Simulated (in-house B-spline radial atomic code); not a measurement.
K II (K+) is squeezed into an impenetrable sphere of radius R (the orbitals vanish at R). Level of theory: non-relativistic r2SCAN, spin-polarised, spherical fractional occupations, point nucleus; calculated with a radial B-spline atomic code at the basis-set limit.

Energies in eV above the free ion in [Ne] 3s2 3p6:

| R (bohr) | highest level (eV) | [Ne] 3s2 3p6 | [Ne] 3s2 3p5 3d1 | [Ne] 3s1 3p6 3d1 |
| --- | --- | --- | --- | --- |
| 7.47 | -25.5 | 9.919e-05 | 21.91 | 39.09 |
| 6.54 | -25.5 | 0.001398 | 22 | 39.17 |
| 4.95 | -25.4 | 0.07888 | 22.59 | 39.71 |
| 3.94 | -24.7 | 0.9539 | 24.43 | 41.55 |
| 3.5 | -23.6 | 2.803 | 27.05 | 44.26 |
| 2.98 | -20.4 | 10.04 | 35.66 | 53.25 |
| 2.71 | -17 | 19.56 | 46.15 | 64.16 |
| 2.05 | 4.52 | 103.6 | 132.8 | 153.1 |
| 1.83 | 21.4 | 184.7 | 213.8 | 235.4 |
| 1.57 | 56.8 | 376.5 | 402.2 | 425.1 |

**Question.** Does [Ne] 3s2 3p5 3d1 fall below [Ne] 3s2 3p6 under compression?

**Answer.** No, it stays above over the whole range.

**Question.** Does [Ne] 3s1 3p6 3d1 fall below [Ne] 3s2 3p6 under compression?

**Answer.** No, it stays above over the whole range.

The highest level is first positive in the row R = 2.05 bohr, pushed up by confinement above the zero of the free ion's potential. Each configuration is held fixed and needn't be the lowest in the sphere.
